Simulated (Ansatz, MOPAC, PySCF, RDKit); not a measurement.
Noncovalent pair: HF (SMILES F) (first 2 atoms) with HI (SMILES I); geometry from B3LYP-D3(BJ)/def2-TZVP, rigid monomers moved along the line of their centres of mass till F1···H4 is 2.56 Å.
(charge 0, multiplicity 1):
```tsv
atom	x (Å)	y (Å)	z (Å)
F	0.5518	0.6191	-0.2611
H	0.2829	-0.2134	-0.5646
I	-0.1974	0.1776	3.7464
H	0.2133	0.6988	2.2704
```

Monomers are frozen at their geometry in the pair; levels with a basis set take the counterpoise correction. RDKit's UFF carries no charges.

Cores are frozen in the correlated methods. Filled d and f shells under p-block atoms count as core. CBS(a, b) extrapolates the correlation energy as X⁻³ and adds the Hartree–Fock energy of set b. The state reached by PM3 isn't checked.

Codes used: Ansatz (an electronic-structure program); MOPAC for PM3 (differences of heats of formation); PySCF for the dispersion terms; RDKit for the force fields. Each number belongs to the level named beside it. In def2 rows elements past Kr take small-core potentials, without spin–orbit coupling.

| level | interaction energy (kcal/mol) |
|---|---|
| UFF | -0.03 |
| PM3 | -0.17 |
| HF/def2-QZVPPD | -0.85 |
| B3LYP/def2-TZVPPD | -0.99 |
| B3LYP-D4/def2-TZVPPD | -1.41 |
| SCS-MP2/def2-SVPD | -1.17 |
| CCSD/def2-TZVPPD | -1.20 |
| CCSD(T)/def2-TZVPPD | … |
| CCSD(T)/CBS(def2-TZVPPD, def2-QZVPPD) | … |

**Question.** Some entries are withheld; supply them.

**Answer.** 
- CCSD(T)/def2-TZVPPD, interaction energy (kcal/mol): -1.29
- CCSD(T)/CBS(def2-TZVPPD, def2-QZVPPD), interaction energy (kcal/mol): -1.46
